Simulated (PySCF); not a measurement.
**Working out the excitation energy of Sb⁺**

Sb⁺ [Kr] 4d10 5s2 5p2 (3P) → Sb⁺ [Kr] 4d10 5s1 5p2 5d1 (high-spin determinant). Computed with PySCF 2.14 in aug-cc-pwCVDZ-PP with ECP28MDF, with a scalar-relativistic core potential. Frozen: 4s2 4p6 4d10. Energies in hartree (1 hartree = 27.21139 eV):

```tsv
part	Sb⁺ (lower)	Sb⁺ (upper)
UHF	-238.957691	-238.421054
CCSD correlation	-0.053801	-0.028899
(T)	-0.000770	-0.002560
```

Question: What does Hartree-Fock give?

Answer: (-238.421054) − (-238.957691) = 0.536637 hartree = 14.603 eV.

Question: What do CCSD and CCSD(T) give?

Answer: The CCSD correlation energies differ by 0.024902 hartree = 0.678 eV and the triples by -0.001790 hartree = -0.049 eV, so CCSD gives 15.281 eV and CCSD(T) 15.232 eV.

One determinant mixes LS terms, so it does not stand for a single term.

A double-zeta basis recovers only part of the correlation energy.

The coupled-cluster amplitudes are large, so a single reference is strained.
